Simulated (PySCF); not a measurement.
Correlation energy of Se(2+) (selenium, charge +2)

[Ar] 3d10 4s1 4p2 4d1, one real determinant (an excited configuration). Computed with PySCF 2.14 in dyall-av2z, with no relativity, point nucleus. Frozen: [Ar] 3d10; 4 electrons correlated; the 33 highest virtual orbitals of each spin left out.

MP2 pair energies summed by pair of shells (mhartree):

```csv
pair,energy,share (%)
4p-4p,-4.98,35.4
4p-4d,-4.82,34.3
4s-4p,-2.80,19.9
4s-4d,-1.47,10.5
```

Total MP2 correlation energy: -14.07 mhartree.

Same-spin part -14.07 and opposite-spin part 0.00 mhartree; SCS-MP2 scales them by 1/3 and 6/5 to -4.69 mhartree.

The reference is one real determinant that mixes LS terms of this configuration.
